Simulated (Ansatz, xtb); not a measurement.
## Cl2H2NSi2: which of two isomers lies lower

Structure a is `[H]/[Si]=N/[SiH](Cl)Cl`, a doublet and structure b is `Cl[Si]N[SiH]Cl`, a doublet. Both are isolated molecules in the gas phase, relaxed with B3LYP-D3(BJ)/def2-SVP; the shapes shown needn't be the lowest conformers.

a (Å):

```xyz
7

Cl   -3.3282    1.6248    2.2651
Cl   -0.5585    3.2636    3.2163
N    -0.6211    1.2576    0.8193
Si    0.1284    1.7622   -0.5087
Si   -1.2635    1.4997    2.3750
H     0.2392    0.6818   -1.5816
H    -0.9180    0.3916    3.2869
```

b (Å):

```xyz
7

Cl    0.3637   -0.1028   -0.8054
Cl   -2.7279   -0.9291    3.7841
N    -1.1193    0.5767    1.6241
Si   -0.6655   -0.9420    0.8685
Si   -1.9451    0.8922    3.1374
H    -0.8122    1.4219    1.1334
H    -3.0745    1.8542    2.9063
```

Quicker runs give these differences E(b) − E(a): GFN2-xTB +13.0 kcal/mol; HF/STO-3G −31.3 kcal/mol (at GFN2-xTB geometries); r2SCAN-D4/def2-SVP −5.1 kcal/mol (at GFN2-xTB geometries).

Q: Estimate E(b) − E(a) at the level CCSD(T)/def2-SVP.

A: Calculated at CCSD(T)/def2-SVP: E(b) − E(a) = −5.0 kcal/mol, so structure b lies lower.

How the difference moves with the method:

```json
{"level": "GFN2-xTB", "geometry": "GFN2-xTB", "E(b) − E(a) (kcal/mol)": "+13.0", "departure from the last row (kcal/mol)": "+18.0", "job, with rough time for the two": "optimisation, 0.51 s"}
{"level": "HF/STO-3G", "geometry": "GFN2-xTB", "E(b) − E(a) (kcal/mol)": "−31.3", "departure from the last row (kcal/mol)": "−26.2", "job, with rough time for the two": "single point, 1.5 s"}
{"level": "r2SCAN-D4/def2-SVP", "geometry": "GFN2-xTB", "E(b) − E(a) (kcal/mol)": "−5.1", "departure from the last row (kcal/mol)": "0.0", "job, with rough time for the two": "single point, 10 s"}
{"level": "B3LYP-D3(BJ)/def2-SVP", "geometry": "B3LYP-D3(BJ)/def2-SVP", "E(b) − E(a) (kcal/mol)": "−6.9", "departure from the last row (kcal/mol)": "−1.9", "job, with rough time for the two": "optimisation, 2.6 min"}
{"level": "HF/def2-SVP", "geometry": "B3LYP-D3(BJ)/def2-SVP", "E(b) − E(a) (kcal/mol)": "−9.7", "departure from the last row (kcal/mol)": "−4.6", "job, with rough time for the two": "part of the CCSD(T) run"}
{"level": "MP2/def2-SVP", "geometry": "B3LYP-D3(BJ)/def2-SVP", "E(b) − E(a) (kcal/mol)": "−2.8", "departure from the last row (kcal/mol)": "+2.2", "job, with rough time for the two": "part of the CCSD(T) run"}
{"level": "CCSD(T)/def2-SVP", "geometry": "B3LYP-D3(BJ)/def2-SVP", "E(b) − E(a) (kcal/mol)": "−5.0", "departure from the last row (kcal/mol)": "", "job, with rough time for the two": "single point, 38 s"}
```

As drawn, b has 1 N–Si, 1 N–H in place of 1 Si–H, 1 N=Si.

GFN2-xTB puts the two in the other order. The largest departure from CCSD(T)/def2-SVP is that of HF/STO-3G, 26.2 kcal/mol.

With harmonic frequencies from B3LYP-D3(BJ)/def2-SVP (ideal gas, rigid rotor, one conformer each, 400 K, 1 atm): on the last row, ΔE + ΔZPE = −2.8 kcal/mol. A mode under 50 cm⁻¹ makes harmonic enthalpies and free energies unreliable, so none is given.

Open shells are spin-unrestricted. The correlated steps freeze 21 core orbitals. Programs: Ansatz 0.2.0, xtb 6.7.1; the last row on 2 threads of Arm Neoverse V2 on a shared host.
